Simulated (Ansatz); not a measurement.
Cl2H3InSi, SMILES [SiH3][In]([Cl])[Cl]. Atoms are numbered in the order given.

```xyz
7

In     0.0073    -0.0044     0.0160
Cl    -1.9695    -1.2608    -0.3381
Cl    -0.1304     2.0931    -1.0769
Si     2.0430    -0.8107     1.3788
H      2.6409     0.3559     2.0833
H      3.0254    -1.3927     0.4225
H      1.5976    -1.8428     2.3535
```

The structure is a stationary point at B3LYP-D3(BJ)/def2-SVP. The structure was generated by enumeration; whether it is a known compound was not checked. The def2 effective core potentials stand for the cores of In; spin–orbit coupling is left out.

Two levels are set side by side: PBE-D3(BJ)/def2-SVP (Ansatz, a quantum-chemistry and plane-wave program) and B3LYP-D3(BJ)/def2-SVP (Ansatz). Each level has its own optimised geometry; the coordinates shown are those of the second. Differences are taken from unrounded values.

```
quantity              B3LYP-D3(BJ)
--------------------  ------------
mean bond length (Å)         1.964
bond In1–Cl2 (Å)             2.369
bond In1–Cl3 (Å)             2.369
bond In1–Si4 (Å)             2.579
bond Si4–H5 (Å)              1.488
bond Si4–H6 (Å)              1.490
bond Si4–H7 (Å)              1.488
```

Q: What does PBE-D3(BJ) give, and how far is it from B3LYP-D3(BJ)? (An estimate is asked for; the answer gives what the named calculation found.)

A: 
```csv
quantity,PBE-D3(BJ),PBE-D3(BJ) minus B3LYP-D3(BJ)
mean bond length (Å),1.971,0.007
bond In1–Cl2 (Å),2.372,0.003
bond In1–Cl3 (Å),2.372,0.003
bond In1–Si4 (Å),2.577,-0.002
bond Si4–H5 (Å),1.501,0.013
bond Si4–H6 (Å),1.503,0.013
bond Si4–H7 (Å),1.501,0.013
```

GGA bonds tend to be longer and softer than those of functionals with exact exchange. Differences between two approximate levels are no errors against the true value.
